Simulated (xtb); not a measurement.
Zn(Cl)(Et) (C2H5ClZn), SMILES C[CH2][Zn][Cl]. All values are semi-empirical tight-binding results from xtb (GFN2-xTB unless named), good for trends rather than for accurate numbers. Geometry optimised at GFN2-xTB. The structure was generated by enumeration; whether it is a known compound was not checked. One conformer was computed; it need not be the lowest.

Optimised geometry:

Bond lengths (Å): Zn1–Cl2 2.140, Zn1–C3 2.041, C3–C4 1.523, C3–H5 1.086, C3–H6 1.085, C4–H7 1.089, C4–H8 1.089, C4–H9 1.091. Bond angles (°): Cl2–Zn1–C3 154.2, Zn1–C3–C4 109.3, Zn1–C3–H5 109.4, Zn1–C3–H6 110.8, C4–C3–H5 109.9, C4–C3–H6 109.9, H5–C3–H6 107.5, C3–C4–H7 111.6, C3–C4–H8 111.7, C3–C4–H9 109.5, H7–C4–H8 108.5, H7–C4–H9 107.8, H8–C4–H9 107.7.

For metal compounds this method's bond lengths and energies can be far off.

```
Property                                      Result
-------------------------------------  -------------
orbital gap                                  4.00 eV
zero-point energy                      40.3 kcal/mol
G − E(el) at 298.15 K (modified RRHO)  20.2 kcal/mol
```

Computed atomic charges and the Wiberg bond orders between heavy atoms:
charges (e) Zn1 0.29, Cl2 -0.34, C3 -0.12, C4 -0.10, H5 0.06, H6 0.06, H7 0.05, H8 0.05, H9 0.06. Bond orders Zn1–Cl2 0.84, Zn1–C3 0.78, C3–C4 1.03.
